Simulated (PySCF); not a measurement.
C6H12O.
SMILES with atom numbers: `[CH2:1]=[CH:2][O:3][C@H:4]([CH3:5])[CH2:6][CH3:7]` (hydrogens: H8, H9 on C1; H10 on C2; H11 on C4; H12, H13, H14 on C5; H15, H16 on C6; H17, H18, H19 on C7)

Cartesian coordinates in Å at the GFN2-xTB level; atoms count from 1:
```
atom  x, y, z in Å
C1     2.4343    1.0573    0.2886
C2     1.9315    0.8877   -0.9248
O3     0.8327    0.2135   -1.3230
C4     0.0207   -0.4389   -0.3519
C5    -0.7642   -1.5088   -1.1041
C6    -0.8959    0.5765    0.3438
C7    -1.6689   -0.0211    1.5120
H8     3.3404    1.6189    0.4148
H9     1.9900    0.6590    1.1827
H10    2.4163    1.3122   -1.7955
H11    0.6684   -0.9227    0.3940
H12   -1.4503   -1.0408   -1.8051
H13   -1.3250   -2.1275   -0.4107
H14   -0.0786   -2.1401   -1.6633
H15   -0.2801    1.4036    0.7028
H16   -1.5908    0.9800   -0.3954
H17   -2.3809   -0.7674    1.1702
H18   -0.9901   -0.4913    2.2205
H19   -2.2194    0.7593    2.0316
```

The calculation used PySCF 2.14.0, density-fitted response routines, TDDFT PBE0/def2-SVPD, vertical, gas phase, core orbitals frozen in the response.

Ground-to-excited transition dipoles (e·a0, same axes as the geometry; the sign carries no meaning), for the states with f of 0.002 or more among the lowest 6:

| state | E (eV) | μx | μy | μz |
| --- | --- | --- | --- | --- |
| S1 | 6.356 | 0.116 | -0.348 | -0.110 |
| S2 | 6.694 | -0.248 | 0.054 | -0.136 |
| S3 | 6.934 | 0.698 | 0.205 | 0.733 |
| S4 | 7.044 | 0.054 | -0.291 | -0.054 |
| S5 | 7.348 | 0.481 | 0.217 | 0.199 |
| S6 | 7.734 | -0.167 | 0.012 | -0.112 |

Task: Work out the oscillator strengths.

Result: f = (2/3) ΔE |μ|² with ΔE in hartree (27.2114 eV).

```json
{"state": "S1", "|μ|² (au)": "0.147", "|μ| (D)": "0.97", "f": "0.023"}
{"state": "S2", "|μ|² (au)": "0.083", "|μ| (D)": "0.73", "f": "0.014"}
{"state": "S3", "|μ|² (au)": "1.067", "|μ| (D)": "2.63", "f": "0.181"}
{"state": "S4", "|μ|² (au)": "0.090", "|μ| (D)": "0.76", "f": "0.016"}
{"state": "S5", "|μ|² (au)": "0.318", "|μ| (D)": "1.43", "f": "0.057"}
{"state": "S6", "|μ|² (au)": "0.040", "|μ| (D)": "0.51", "f": "0.008"}
```

Task: Which bond between heavy atoms lies closest to the direction of the S3 transition dipole?

Result: C1–C2, at 21° from it; next C2–O3 at 31°.

Task: What angle do the transition dipoles of S1 and S2 make?

Result: |cos θ| = |μa·μb| / (|μa| |μb|) = 0.30, so θ ≈ 73° (taken between 0 and 90°, since the signs are arbitrary).

Task: How is the summed strength of these states shared among x, y and z?

Result: (2/3) Σ ΔE μα² gives 0.142 for x, 0.050 for y and 0.106 for z, 0.298 in all.

Task: What peak molar absorption coefficient would the strongest computed level give as a lone Gaussian band 0.3 eV wide at half height?

Result: ε(max) = 2.175×10⁸ f / FWHM, with the width in cm⁻¹. S3: 2.175×10⁸ × 0.1813 / 2420 ≈ 16000 L mol⁻¹ cm⁻¹.

One conformer stands for the species.
